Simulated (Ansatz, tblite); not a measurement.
Cost and result up the ladder for the cluster SbAs2⁺ (3 atoms). Charge 1, multiplicity 1. Geometry: r2SCAN-D4/def2-TZVP.

```xyz
3

As   -1.062    0.879    0.097
As   -0.247   -1.102   -0.797
Sb    1.310    0.223    0.700
```

Ansatz on 4 threads of Arm Neoverse V2 on a shared host; xTB runs through tblite on one thread. Times are rough, summed over both states, and most runs start from the orbitals of an earlier one. RPA@PBE/def2-TZVP serves as the yardstick here, not as an exact answer. The other state is a quintet at its own geometry.

In the def2 sets Sb takes a core potential; there is no spin–orbit coupling. The xTB rows come from tblite. B3LYP takes the VWN-RPA correlation. HSE06 is defined as in plane-wave codes, on full-range PBE exchange. Correlated methods freeze 22 core orbitals; core or outer-core shells of As, Sb are correlated, in sets that lack core-valence functions. At PBE0-D4/def2-TZVP a singlet of charge 1 lies 2.94 eV below the quintet, each at its own geometry. The structure comes from a short search, and lower isomers may exist.

Run but left out: HF/STO-3G (singlet: restricted singlet, unstable in another Hartree–Fock run and untested here); HF/def2-TZVP (singlet: restricted singlet, unstable towards broken spin symmetry).

Correlated methods converge slowly with the basis.

xTB has no spin-polarisation term.

| level | functions | quintet − singlet (eV) | difference from RPA@PBE/def2-TZVP (eV) | remarks |
| --- | --- | --- | --- | --- |
| CAM-B3LYP-D4/def2-TZVP | 146 | 2.90 | -0.16 | – |
| GFN1-xTB | 27 | 3.78 | 0.71 | – |
| GFN2-xTB | 27 | 3.46 | 0.40 | – |
| HSE06-D4/def2-TZVP | 146 | 2.93 | -0.13 | – |
| PBE0-D4/def2-TZVP | 146 | 2.94 | -0.12 | – |
| PBE-D4/def2-TZVP | 146 | 3.15 | 0.09 | – |
| BLYP-D4/def2-TZVP | 146 | 3.15 | 0.09 | – |
| r2SCAN-D4/def2-TZVP (with forces) | 146 | 2.90 | -0.17 | – |
| MP2/def2-TZVP | 146 | 3.54 | 0.48 | restricted SCF unstable (singlet) |
| LDA (SPW92)/def2-TZVP | 146 | 3.72 | 0.66 | – |
| B3LYP-D4/def2-TZVP | 146 | 3.03 | -0.03 | – |
| RPA@PBE/def2-TZVP | 146 | 3.06 | 0.00 | – |

Task: Estimate how long each takes.

Result: GFN1-xTB 0.006 s; GFN2-xTB 0.007 s; LDA (SPW92)/def2-TZVP 2 s; PBE-D4/def2-TZVP 3.9 s; BLYP-D4/def2-TZVP 4 s; MP2/def2-TZVP 6.1 s; B3LYP-D4/def2-TZVP 6.6 s; HSE06-D4/def2-TZVP 6.7 s; PBE0-D4/def2-TZVP 6.8 s; RPA@PBE/def2-TZVP 7.3 s; CAM-B3LYP-D4/def2-TZVP 8.1 s; r2SCAN-D4/def2-TZVP (with forces) 10 s. On shared hardware such times vary by a factor of up to 3.
